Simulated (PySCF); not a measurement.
Match the calculated data to a structure.

All candidates are C4H7NSi.

| technique | computed result |
| --- | --- |
| UV, first state | lowest singlet excitation: 3.69 eV (336 nm, f = 0.001) [TDDFT PBE0/def2-SVPD] |
| 13C NMR | chemical shifts (computed TMS as zero) by class: 160.3 (1 C), 101.0 (1 C), 82.7 (1 C), 5.2 (1 C) ppm [GIAO PBE0/pcSseg-1] |
| Polarisability | 85.9 au [PBE0/def2-SVPD] |
| NMR, other nuclei | isotropic shieldings of nuclei other than C and H, by class: -138 (1 N), 416 (1 Si) ppm [GIAO PBE0/pcSseg-1] |
| 1H NMR | chemical shifts (computed TMS as zero) by class: 8.44 (1 H), 5.06 (3 H), 2.24 (3 H) ppm [GIAO PBE0/pcSseg-1] |
| Dipole | 3.14 D [PBE0/def2-SVPD] |
| UV, strongest line | among the 8 lowest singlet transitions: S3 at 5.41 eV (229 nm, f = 0.290) [TDDFT PBE0/def2-SVPD] |
| Triplet | lowest triplet excitation (Tamm–Dancoff): 3.11 eV [TDA PBE0/def2-SVPD] |
| Rotational structure | rotational constants A, B, C: 6.500, 1.293, 1.100 GHz [GFN2-xTB] |

Gas-phase values; electronic properties from PySCF, density fitting. Levels stand in brackets. Geometry: GFN2-xTB; no solvent, vibrations or thermal averaging. GFN2-xTB frequencies show an imaginary mode (32i cm⁻¹), so this geometry is no minimum at that level. Each NMR value is the plain mean over a class of atoms that symmetry, rotation or inversion makes alike.

Question: Which candidate is it?
A. `CC#C/C=N\[SiH3]`
B. `C[Si@@H]1C[C@@H]1C#N`
C. `[H]/N=C\CC#C[SiH3]`
D. `C#C/C=N/C[SiH3]`

Answer: A. It is `CC#C/C=N\[SiH3]`. Numbering: `[CH3:1][C:2]#[C:3]/[CH:4]=[N:5]\[SiH3:6]`. Its formula, C4H7NSi, gives 3 degrees of unsaturation: 0 rings and 3 π bonds in the structure found. 4 carbons fall into 4 classes; from least to most shielded: C=N carbon [C4] (160.3 ppm), alkyne carbon [C2] (101.0 ppm), alkyne carbon [C3] (82.7 ppm), propargylic carbon [C1] (5.2 ppm). Hydrogen classes from least to most shielded: 1 H on a C=N carbon, C4 (8.44 ppm), 3 H on an SiH3 silicon, Si6 (5.06 ppm), 3 H on a propargylic carbon, C1 (2.24 ppm). The other shieldings belong to: -138 ppm, C=N nitrogen [N5]; 416 ppm, SiH3 silicon [Si6]. S1 is mainly HOMO→LUMO (weight 0.99); the largest Löwdin shares of the orbital it empties are 0.60 on the C=N nitrogen, 0.12 on the C=N carbon, 0.11 on the SiH3 silicon and 0.06 on an Si–H hydrogen, of the orbital it fills 0.27 on the C=N nitrogen, 0.27 on the C=N carbon, 0.16 on an alkyne carbon and 0.12 on an alkyne carbon. By its constants the optimised geometry is an asymmetric top.

The others, at the same levels:
- `[H]/N=C\CC#C[SiH3]` fails: its computed 13C shifts are 165.5 (1 C), 109.8 (1 C), 88.4 (1 C), 33.1 (1 C) ppm, 1H shifts are 11.94 (1 H), 7.65 (1 H), 4.32 (3 H), 3.18 (2 H) ppm and rotational constant A is 8.048 GHz (against 6.500 GHz).
- `C#C/C=N/C[SiH3]` fails: its computed 13C shifts are 144.0 (1 C), 87.6 (1 C), 86.4 (1 C), 52.0 (1 C) ppm, 1H shifts are 7.63 (1 H), 3.93 (2 H), 3.89 (3 H), 2.63 (1 H) ppm and lowest singlet excitation is 4.43 eV (280 nm, f = 0.004) (against 3.69 eV).
- `C[Si@@H]1C[C@@H]1C#N` fails: its computed 13C shifts are 127.2 (1 C), 4.8 (1 C), -7.0 (1 C), -9.3 (1 C) ppm, 1H shifts are 3.37 (1 H), 1.15 (1 H), 0.96 (1 H), 0.84 (1 H), 0.56 (3 H) ppm and lowest singlet excitation is 6.23 eV (199 nm, f = 0.131) (against 3.69 eV).

Each candidate is one conformer, not necessarily the lowest. The conformers computed, where there is a choice (atom-mapped SMILES and torsion angles):
- `[H]/[N:1]=[CH:2]\[CH2:3][C:4]#[C:5][SiH3:6]`: N1–C2–C3–C4 1°
- `[CH:1]#[C:2]/[CH:3]=[N:4]/[CH2:5][SiH3:6]`: C3–N4–C5–Si6 106°
